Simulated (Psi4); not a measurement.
H8Ge3, charge -1, doublet, geometry from GFN2-xTB (a state made from the parent by changing its charge; the spin is typed, not shown lowest) (a gas-phase anion, which may not be bound at this level), atoms displaced at random by about 0.03 Å a coordinate; PBE0/STO-3G, gradient in Psi4.

Input for Psi4:
```
memory 2 GB

molecule {
-1 2
  Ge    2.26355217    0.70955088    0.01956496
  Ge    0.10569033   -0.58902400   -0.11574921
  Ge   -2.40132926   -0.22505991    0.12349348
  H     3.88441217    0.97279447   -0.08436095
  H     1.94440663    1.90503945   -1.06175229
  H     2.10968024    1.60428059    1.25407983
  H     0.48811856   -1.83108194    0.90982987
  H     0.31075791   -1.49403872   -1.30121882
  H    -2.55899167    0.97550604   -0.85257305
  H    -2.45382865    0.67063526    1.42468100
  H    -4.00970468   -0.46304648    0.17137328
symmetry c1
no_reorient
no_com
}

set basis sto-3g
set reference uks

gradient('pbe0')
print_variables()
```

Predict the main parts of the log of this Psi4 run.


```
gradient() will perform analytic gradient computation.

   => Loading Basis Set <=

    Name: STO-3G
    Role: ORBITAL
    Keyword: BASIS

         ---------------------------------------------------------
                                   SCF
               by Justin Turney, Rob Parrish, Andy Simmonett
                          and Daniel G. A. Smith
                              UKS Reference
         ---------------------------------------------------------

  ==> Geometry <==

    Molecular point group: c1
    Full point group: C1

    Geometry (in Angstrom), charge = -1, multiplicity = 2:

       Center              X                  Y                   Z               Mass
    ------------   -----------------  -----------------  -----------------  -----------------
         GE           2.263552170000     0.709550880000     0.019564960000    73.921177761000
         GE           0.105690330000    -0.589024000000    -0.115749210000    73.921177761000
         GE          -2.401329260000    -0.225059910000     0.123493480000    73.921177761000
         H            3.884412170000     0.972794470000    -0.084360950000     1.007825032230
         H            1.944406630000     1.905039450000    -1.061752290000     1.007825032230
         H            2.109680240000     1.604280590000     1.254079830000     1.007825032230
         H            0.488118560000    -1.831081940000     0.909829870000     1.007825032230
         H            0.310757910000    -1.494038720000    -1.301218820000     1.007825032230
         H           -2.558991670000     0.975506040000    -0.852573050000     1.007825032230
         H           -2.453828650000     0.670635260000     1.424681000000     1.007825032230
         H           -4.009704680000    -0.463046480000     0.171373280000     1.007825032230

  Running in c1 symmetry.

  Rotational constants: A =      0.28728  B =      0.01875  C =      0.01790 [cm^-1]
  Rotational constants: A =   8612.41326  B =    562.01383  C =    536.63131 [MHz]
  Nuclear repulsion =  699.494279419752729

  Charge       = -1
  Multiplicity = 2
  Electrons    = 105
  Nalpha       = 53
  Nbeta        = 52

  ==> Algorithm <==

  SCF Algorithm Type is DF.
  DIIS enabled.
  MOM disabled.
  Fractional occupation disabled.
  Guess Type is SAD.
  Energy threshold   = 1.00e-08
  Density threshold  = 1.00e-08
  Integral threshold = 1.00e-12

  ==> Primary Basis <==

  Basis Set: STO-3G
    Blend: STO-3G
    Number of shells: 32
    Number of basis functions: 62
    Number of Cartesian functions: 65
    Spherical Harmonics?: true
    Max angular momentum: 2

  ==> DFT Potential <==

   => LibXC <=

    Version 7.1.2
    S. Lehtola, C. Steigemann, M. J. T. Oliveira, and M. A. L. Marques,  SoftwareX 7, 1–5 (2018) (10.1016/j.softx.2017.11.002)

   => Composite Functional: PBE0 <=

    PBE0 Hyb-GGA Exchange-Correlation Functional

    C. Adamo and V. Barone,  J. Chem. Phys. 110, 6158 (1999) (10.1063/1.478522)
    M. Ernzerhof and G. E. Scuseria,  J. Chem. Phys. 110, 5029 (1999) (10.1063/1.478401)

    Deriv               =              1
    GGA                 =           TRUE
    Meta                =          FALSE

    Exchange Hybrid     =           TRUE
    MP2 Hybrid          =          FALSE

   => Exchange Functionals <=

    0.7500   Perdew, Burke & Ernzerhof

   => Exact (HF) Exchange <=

    0.2500               HF

   => Correlation Functionals <=

    1.0000   Perdew, Burke & Ernzerhof

   => LibXC Density Thresholds  <==

    XC_HYB_GGA_XC_PBEH:  1.00E-15

   => Molecular Quadrature <=

    Radial Scheme          =       TREUTLER
    Pruning Scheme         =           NONE
    Nuclear Scheme         =       TREUTLER

    Blocking Scheme        =         OCTREE
    BS radius alpha        =              1
    Pruning alpha          =              1
    Radial Points          =             75
    Spherical Points       =            302
    Total Points           =         234168
    Total Blocks           =           1780
    Max Points             =            256
    Max Functions          =             46
    Weights Tolerance      =       1.00E-15

   => Loading Basis Set <=

    Name: (STO-3G AUX)
    Role: JKFIT
    Keyword: DF_BASIS_SCF

  ==> Integral Setup <==

  SCF_SUBTYPE=INCORE selected. In-core MEM_DF algorithm will be used.
  Using in-core AOs.

  ==> MemDFJK: Density-Fitted J/K Matrices <==

    J tasked:                   Yes
    K tasked:                   Yes
    wK tasked:                   No
    Algorithm:                 Core
    Schwarz Cutoff:           1E-12
    Mask sparsity (%):      22.1644
    Fitting Condition:        1E-10

   => Auxiliary Basis Set <=

  Basis Set: (STO-3G AUX)
    Blend: DEF2-UNIVERSAL-JKFIT
    Number of shells: 228
    Number of basis functions: 942
    Number of Cartesian functions: 1273
    Spherical Harmonics?: true
    Max angular momentum: 5

  Minimum eigenvalue in the overlap matrix is 2.7948139049E-01.
  Reciprocal condition number of the overlap matrix is 1.4408396693E-01.
    Using symmetric orthogonalization.

  ==> Pre-Iterations <==

  SCF Guess: Superposition of Atomic Densities via on-the-fly atomic UHF (no occupation information).

   -------------------------
    Irrep   Nso     Nmo
   -------------------------
     A         62      62
   -------------------------
    Total      62      62
   -------------------------

  ==> Iterations <==

                           Total Energy        Delta E     RMS |[F,P]|

   @DF-UKS iter SAD: -6156.60049958904074   -6.15660e+03   0.00000e+00
   @DF-UKS iter   1: -6161.93097113180738   -5.33047e+00   1.88006e-02 ADIIS/DIIS
   @DF-UKS iter   2: -6155.49488005760941    6.43609e+00   6.15913e-02 ADIIS/DIIS
   @DF-UKS iter   3: -6162.10704120906030   -6.61216e+00   2.13063e-02 ADIIS/DIIS
   @DF-UKS iter   4: -6163.08074339793347   -9.73702e-01   4.35370e-03 ADIIS/DIIS
   @DF-UKS iter   5: -6163.14196222517148   -6.12188e-02   1.93307e-03 ADIIS/DIIS
[...]
  @DF-UKS Final Energy: -6163.15717700231835
    Total Energy =                      -6163.1571770023183490
[...]

Properties will be evaluated at   0.000000,   0.000000,   0.000000 [a0]

Properties computed using the SCF density matrix

 Multipole Moments:

 ------------------------------------------------------------------------------------
     Multipole            Electronic (a.u.)      Nuclear  (a.u.)        Total (a.u.)
 ------------------------------------------------------------------------------------

 L = 1.  Multiply by 2.5417464519 to convert [e a0] to [Debye]
 Dipole X            :          2.6587447           -2.4791805            0.1795642
 Dipole Y            :          1.5424285           -1.8991148           -0.3566864
 Dipole Z            :         -2.6259776            2.5208082           -0.1051694
 Magnitude           :                                                    0.4129517

 ------------------------------------------------------------------------------------

         ------------------------------------------------------------
                                   SCF GRAD
                          Rob Parrish, Justin Turney,
                       Andy Simmonett, and Alex Sokolov
         ------------------------------------------------------------

  ==> Geometry <==

    Molecular point group: c1
    Full point group: C1

    Geometry (in Angstrom), charge = -1, multiplicity = 2:

       Center              X                  Y                   Z               Mass
    ------------   -----------------  -----------------  -----------------  -----------------
         GE           2.263552170000     0.709550880000     0.019564960000    73.921177761000
         GE           0.105690330000    -0.589024000000    -0.115749210000    73.921177761000
         GE          -2.401329260000    -0.225059910000     0.123493480000    73.921177761000
         H            3.884412170000     0.972794470000    -0.084360950000     1.007825032230
         H            1.944406630000     1.905039450000    -1.061752290000     1.007825032230
         H            2.109680240000     1.604280590000     1.254079830000     1.007825032230
         H            0.488118560000    -1.831081940000     0.909829870000     1.007825032230
         H            0.310757910000    -1.494038720000    -1.301218820000     1.007825032230
         H           -2.558991670000     0.975506040000    -0.852573050000     1.007825032230
         H           -2.453828650000     0.670635260000     1.424681000000     1.007825032230
         H           -4.009704680000    -0.463046480000     0.171373280000     1.007825032230

  Nuclear repulsion =  699.494279419752729

  ==> Basis Set <==

  Basis Set: STO-3G
    Blend: STO-3G
    Number of shells: 32
    Number of basis functions: 62
    Number of Cartesian functions: 65
    Spherical Harmonics?: true
    Max angular momentum: 2

  ==> DFJKGrad: Density-Fitted SCF Gradients <==

    Gradient:                    1
    J tasked:                  Yes
    K tasked:                  Yes
    wK tasked:                  No
    Integrals threads:           1
    Schwarz Cutoff:          1E-12
    Fitting Condition:       1E-10

   => Auxiliary Basis Set <=

  Basis Set: (STO-3G AUX)
    Blend: DEF2-UNIVERSAL-JKFIT
    Number of shells: 228
    Number of basis functions: 942
    Number of Cartesian functions: 1273
    Spherical Harmonics?: true
    Max angular momentum: 5

  ==> DFT Potential <==

   => LibXC <=

    Version 7.1.2
    S. Lehtola, C. Steigemann, M. J. T. Oliveira, and M. A. L. Marques,  SoftwareX 7, 1–5 (2018) (10.1016/j.softx.2017.11.002)

   => Composite Functional: PBE0 <=

    PBE0 Hyb-GGA Exchange-Correlation Functional

    C. Adamo and V. Barone,  J. Chem. Phys. 110, 6158 (1999) (10.1063/1.478522)
    M. Ernzerhof and G. E. Scuseria,  J. Chem. Phys. 110, 5029 (1999) (10.1063/1.478401)

    Deriv               =              1
    GGA                 =           TRUE
    Meta                =          FALSE

    Exchange Hybrid     =           TRUE
    MP2 Hybrid          =          FALSE

   => Exchange Functionals <=

    0.7500   Perdew, Burke & Ernzerhof

   => Exact (HF) Exchange <=

    0.2500               HF

   => Correlation Functionals <=

    1.0000   Perdew, Burke & Ernzerhof

   => LibXC Density Thresholds  <==

    XC_HYB_GGA_XC_PBEH:  1.00E-15

   => Molecular Quadrature <=

    Radial Scheme          =       TREUTLER
    Pruning Scheme         =           NONE
    Nuclear Scheme         =       TREUTLER

    Blocking Scheme        =         OCTREE
    BS radius alpha        =              1
    Pruning alpha          =              1
    Radial Points          =             75
    Spherical Points       =            302
    Total Points           =         234168
    Total Blocks           =           1780
    Max Points             =            256
    Max Functions          =             46
    Weights Tolerance      =       1.00E-15

  -Total Gradient:
     Atom            X                  Y                   Z
    ------   -----------------  -----------------  -----------------
       1       -0.018672451048    -0.074485185016     0.014995330562
       2       -0.024743617225     0.059171183634    -0.016712341504
       3        0.039164382404    -0.059507244775    -0.013172171822
       4        0.051539134602     0.017792227262    -0.002850790810
       5       -0.009539843041     0.042172695063    -0.036187583041
       6       -0.000979570413     0.023941298770     0.027520433676
       7        0.017834793527    -0.046549827214     0.031031698113
       8        0.007009373230    -0.024423281895    -0.020409631131
       9       -0.006567325589     0.031860094219    -0.023022928510
      10       -0.005499681290     0.027278899909     0.035828793897
      11       -0.049553412999     0.002669974329     0.002953305738

  Variable Map:
  ----------------------------------------------------------------------------
[...]
  Array Variable Map:
  ----------------------------------------------------------------------------
[...]
[...]
```
